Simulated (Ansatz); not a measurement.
Basis sets compared for H₂Se₂. The state is a singlet with charge 0. Geometry r2SCAN-D4/def2-TZVP. Ansatz on 4 threads of Intel Xeon on a shared host; times are rough, and most runs start from earlier orbitals.

```xyz
4

Se    0.7803    0.1207   -1.0019
Se   -1.2000    0.3820    0.2031
H     0.9945   -1.2994   -0.6726
H    -0.5749    0.7967    1.4713
```

Binding counts from free atoms (Se triplet, H doublet) in the same basis, without a counterpoise term.

```
           level  functions  energy (Eh)  HOMO (eV)  LUMO (eV)  binding per atom (eV)  wall time
 PBE-D4/def2-SVP         74   -4803.0068      -5.84      -2.35                   2.38        1 s
PBE0-D4/def2-SVP         74   -4803.1601      -7.08      -1.50                   2.30      1.8 s
```

(1) Estimate the rows for PBE-D4/def2-TZVP, PBE0-D4/def2-TZVP (with forces).

## Answers

(1) 
```
                          level  functions  energy (Eh)  HOMO (eV)  LUMO (eV)  binding per atom (eV)  wall time
               PBE-D4/def2-TZVP        108   -4803.5987      -6.02      -2.57                   2.38      1.4 s
PBE0-D4/def2-TZVP (with forces)        108   -4803.7514      -7.19      -1.70                   2.31      2.7 s
```
